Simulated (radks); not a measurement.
The mercury ion Hg3+, 77 electrons, occupied as [Xe] 4f13 5d7 6p3 (not the ground configuration).

All-electron calculation, scalar-relativistic Kohn-Sham, r2SCAN, spin-polarised, spherical densities, finite nucleus; open shells are filled with parallel spins first (spin-orbit coupling, left out, can overturn this in heavy ions); meta-GGA in the generalised Kohn-Sham scheme; Fermi nuclear charge, rms radius 5.4648 fm. Program: a radial shooting solver on a logarithmic mesh with Libxc functionals.

Energy parts (eV):
part                       energy
total                  -533667.11
kinetic                 598801.48
electron-nucleus      -1324444.98
Hartree                 201992.19
exchange-correlation    -10015.79

Orbitals (lengths in bohr, moments of r in powers of bohr):
orbital  occ.  eigenvalue (eV)      <r>
1s up       1        -83307.05  0.01659
1s down     1        -83306.95  0.01659
2s up       1        -14851.23  0.06992
2s down     1        -14850.71  0.06992
2p up       3        -12815.82  0.06329
2p down     3        -12815.35  0.06329
3s up       1        -3590.298   0.1805
3s down     1        -3589.092   0.1805
3p up       3        -2999.679   0.1820
3p down     3        -2998.400   0.1820
3d up       5        -2376.270   0.1651
3d down     5        -2375.068   0.1651
4s up       1        -849.1618   0.3981
4s down     1        -846.9071   0.3983
4p up       3        -653.9526   0.4236
4p down     3        -651.8203   0.4237
4d up       5        -421.2600   0.4460
4d down     5        -419.0611   0.4461
4f up       7        -164.0263   0.4731
4f down     6        -161.6126   0.4727
5s up       1        -178.7179   0.8855
5s down     1        -175.3413   0.8840
5p up       3        -124.1381    1.002
5p down     3        -120.5373   0.9990
5d up       5         -60.1775    1.268
5d down     2         -56.1345    1.256
6p up       3         -31.4825    2.437
6p down     0         -26.4913    2.531

The highest occupied level is 6p up at -31.483 eV. Summed over all electrons, <r^2> = 49.17 bohr^2, which gives a Langevin (diamagnetic) susceptibility term of -38.9 x 10^-6 cm^3/mol. The electron density at the nucleus is 2.499e+06 e/bohr^3 (large components only). The density falls to 0.001 e/bohr^3 at r = 4.03 bohr. The spin density at the nucleus is -13.52 e/bohr^3 (1s -1.92, 2s -5.20, 3s -11.86, 4s 17.84, 5s -12.38). Spin moment in Bohr magnetons: 7.
